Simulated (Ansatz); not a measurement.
Relaxation of Ru₃Pt with RKS r2SCAN-D4/def2-SVP.

```sh
$ ansatz run in.yaml --threads 2 --pin off --events-out ev --progress --plain --max-ram 4352MiB
```

```yaml
crystal:
  periodic: [false, false, false]
  atoms:
    - {symbol: Pt, position_ang: [-1.401910, 0.593270, 0.184150]}
    - {symbol: Ru, position_ang: [-0.538240, -2.205860, 0.137280]}
    - {symbol: Ru, position_ang: [0.785660, -0.332010, -0.107150]}
    - {symbol: Ru, position_ang: [1.154490, 1.944600, -0.214290]}
basis:
  gaussian: {orbitals: def2-SVP}
hamiltonian: {xc: r2scan, dispersion: d4}
scf: {lower_state_search: "off"}
output: {orbitals: {seedname: orbitals}}
relax: {f_tol: 0.02, max_steps: 100}
```

Hardware: 2 threads of Arm Neoverse V2 on a shared host. Wall time 70 s.

Positions (Å) and forces (eV/Å) at steps 1, 2, 3, 4, 5, 6, 7, 8, 9, 10, 11, 12 of 12:

```xyz
4
step=1 energy=-10993.5206 eV
Pt   -1.402    0.593    0.184    0.093   -0.041   -0.010
Ru   -0.538   -2.206    0.137    1.529    3.265   -0.311
Ru    0.786   -0.332   -0.107   -0.431    0.184    0.068
Ru    1.154    1.945   -0.214   -1.191   -3.408    0.254
4
step=2 energy=-10994.3393 eV
Pt   -1.386    0.586    0.182   -0.348    0.128    0.046
Ru   -0.487   -2.013    0.125   -0.107    0.070    0.017
Ru    0.816   -0.344   -0.111    0.558   -0.230   -0.080
Ru    1.057    1.771   -0.196   -0.104    0.032    0.017
4
step=3 energy=-10994.3539 eV
Pt   -1.391    0.585    0.183    0.003   -0.003   -0.002
Ru   -0.495   -1.998    0.126   -0.098    0.029    0.018
Ru    0.842   -0.354   -0.115    0.182   -0.069   -0.032
Ru    1.044    1.768   -0.193   -0.088    0.043    0.016
4
step=4 energy=-10994.3597 eV
Pt   -1.376    0.577    0.178   -0.025    0.014   -0.006
Ru   -0.513   -1.980    0.133    0.017    0.016    0.014
Ru    0.870   -0.366   -0.127    0.010   -0.009   -0.026
Ru    1.020    1.769   -0.185   -0.002   -0.021    0.018
4
step=5 energy=-10994.3813 eV
Pt   -1.377    0.575    0.145    0.034   -0.017   -0.087
Ru   -0.509   -1.970    0.194    0.088    0.109    0.123
Ru    0.867   -0.372   -0.215   -0.111    0.026   -0.180
Ru    1.020    1.767   -0.123   -0.011   -0.118    0.144
4
step=6 energy=-10994.5105 eV
Pt   -1.383    0.571    0.065    0.352   -0.151   -0.114
Ru   -0.482   -1.935    0.330    0.265    0.728    0.042
Ru    0.843   -0.380   -0.412   -0.299    0.108   -0.091
Ru    1.022    1.744    0.017   -0.318   -0.685    0.164
4
step=7 energy=-10994.6623 eV
Pt   -1.385    0.565   -0.024    0.214   -0.078    0.187
Ru   -0.425   -1.837    0.461    0.137    0.828   -0.269
Ru    0.809   -0.382   -0.602    0.136   -0.043    0.217
Ru    1.001    1.654    0.165   -0.487   -0.707   -0.135
4
step=8 energy=-10994.7332 eV
Pt   -1.361    0.549   -0.081   -0.200    0.101    0.129
Ru   -0.415   -1.686    0.543    0.317    0.331   -0.420
Ru    0.867   -0.416   -0.729   -0.080    0.078    0.637
Ru    0.910    1.553    0.268   -0.038   -0.509   -0.345
4
step=9 energy=-10994.7596 eV
Pt   -1.371    0.555   -0.064   -0.145    0.059   -0.014
Ru   -0.419   -1.699    0.513    0.122    0.068   -0.046
Ru    0.876   -0.416   -0.684   -0.013    0.005    0.085
Ru    0.914    1.560    0.236    0.036   -0.133   -0.025
4
step=10 energy=-10994.7634 eV
Pt   -1.383    0.560   -0.069   -0.123    0.047    0.013
Ru   -0.405   -1.688    0.517    0.006   -0.006    0.021
Ru    0.871   -0.415   -0.690    0.102   -0.047   -0.055
Ru    0.916    1.543    0.242    0.015    0.006    0.021
4
step=11 energy=-10994.7652 eV
Pt   -1.406    0.568   -0.074    0.132   -0.051    0.012
Ru   -0.392   -1.671    0.524    0.000    0.104   -0.030
Ru    0.884   -0.421   -0.702   -0.057    0.031    0.036
Ru    0.914    1.524    0.252   -0.076   -0.083   -0.018
4
step=12 energy=-10994.7665 eV
Pt   -1.405    0.568   -0.078    0.011   -0.003    0.008
Ru   -0.389   -1.657    0.529   -0.009    0.010    0.000
Ru    0.887   -0.423   -0.711    0.012   -0.004   -0.008
Ru    0.907    1.512    0.260   -0.014   -0.003    0.000
```

In the def2 sets Pt, Ru take a core potential; there is no spin–orbit coupling. Another isomer (triplet) lies 1.95 eV lower at PBE0-D4/def2-TZVP; other spin states weren't run for this one.
